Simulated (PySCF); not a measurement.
Compound: C₆H₇NOSi.
Structure used (GFN2-xTB), in Å, numbered top down from 1:
```
atom  x, y, z in Å
C1     3.1594    0.0488   -0.2336
C2     1.7207   -0.0785   -0.2285
C3     0.5260   -0.1850   -0.2147
C4    -0.9133   -0.3249   -0.2272
Si5   -1.7350    1.3326    0.4195
C6    -1.3755   -0.4939   -1.5751
N7    -1.7153   -0.6166   -2.6602
C8    -1.4217   -1.3898    0.6873
O9    -2.5468   -1.8080    0.7035
H10    3.4571    0.8438   -0.9164
H11    3.6150   -0.8852   -0.5607
H12    3.5183    0.2866    0.7674
H13   -3.1771    1.1575    0.3292
H14   -1.2557    1.4917    1.7916
H15   -1.2078    2.3737   -0.4575
H16   -0.6558   -1.7440    1.4054
```

Theory: PySCF 2.14.0, density-fitted response routines, TDDFT PBE0/def2-SVPD, vertical, gas phase, core orbitals frozen in the response. GFN2-xTB frequencies show an imaginary mode (40i cm⁻¹), so this geometry is no minimum at that level.

Transition dipole moments from the ground state, in atomic units and in the frame of the coordinates above (overall signs are arbitrary), for the states with f of 0.002 or more among the lowest 8:

```
state  E (eV)      μx      μy     μz
   S2   5.265  -0.073  -0.319  0.070
   S4   6.114   0.067  -0.200  0.044
   S5   6.341  -0.374   0.222  0.327
   S6   6.595   0.147  -0.009  0.024
   S7   6.650   0.012  -0.242  0.055
   S8   6.679   0.069  -0.316  0.123
```

**Question.** What oscillator strength does each state have?

**Answer.** f = (2/3) ΔE |μ|² with ΔE in hartree (27.2114 eV).

```csv
state,|μ|² (au),|μ| (D),f
S2,0.112,0.85,0.014
S4,0.047,0.55,0.007
S5,0.296,1.38,0.046
S6,0.022,0.38,0.004
S7,0.062,0.63,0.010
S8,0.120,0.88,0.020
```

**Question.** Which bond between heavy atoms lies closest to the direction of the S5 transition dipole?

**Answer.** C4–Si5, at 34° from it; next C2–C3 and C1–C2 at 49°.

**Question.** What angle do the transition dipoles of S2 and S7 make?

**Answer.** |cos θ| = |μa·μb| / (|μa| |μb|) = 0.96, so θ ≈ 15° (taken between 0 and 90°, since the signs are arbitrary).

**Question.** How is the summed strength of these states shared among x, y and z?

**Answer.** (2/3) Σ ΔE μα² gives 0.027 for x, 0.053 for y and 0.021 for z, 0.101 in all.

**Question.** What peak molar absorption coefficient would the strongest computed level give as a lone Gaussian band 0.4 eV wide at half height?

**Answer.** ε(max) = 2.175×10⁸ f / FWHM, with the width in cm⁻¹. S5: 2.175×10⁸ × 0.0460 / 3226 ≈ 3100 L mol⁻¹ cm⁻¹.

Hardware: an Arm Neoverse V1 with one thread, on a shared host. Cost: 1.9 min (grids of density and orbitals included), 0.91 GiB resident at most.

One conformer stands for the species.
